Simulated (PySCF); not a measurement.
PtF3: breathing scan

Level of theory: PySCF, UPBE0, basis Pt def2-SVP with ECP60, F def2-SVP (scalar-relativistic core potentials, no spin–orbit coupling, density fitting).

Rigid scan from the doublet minimum (Pt–F 1.859 Å (×2), Pt–F 1.877 Å; F–Pt–F 92.3° (×2), F–Pt–F 175.4°). Coordinate: all bonds to the central atom scaled together. Energies in kJ/mol from the minimum.

(1) Predict the curve at 0.88, 0.92, 0.96, 1.00, 1.04, 1.08, 1.14, 1.22, 1.35.

Answers

(1) 
| scale of all bonds to the centre | E (kJ/mol) | dipole size (D) | ⟨S²⟩ |
| --- | --- | --- | --- |
| 0.88 | 363.8 | 2.36 | 0.75 |
| 0.92 | 138.2 | 2.53 | 0.75 |
| 0.96 | 29.7 | 2.67 | 0.75 |
| 1.00 | 0.0 | 2.77 | 0.75 |
| 1.04 | 22.3 | 2.85 | 0.76 |
| 1.08 | 77.9 | 2.91 | 0.76 |
| 1.14 | 196.4 | 2.93 | 0.77 |
| 1.22 | 381.1 | 3.03 | 0.80 |
| 1.35 | 666.4 | 3.22 | 1.00 |

Spin contamination is strong at 1.35, so these points are less reliable.

Other spin states or occupations of the open shell can lie lower. Spin–orbit coupling, left out here, can matter for elements this heavy.

Other isomers or separated fragments may lie lower.
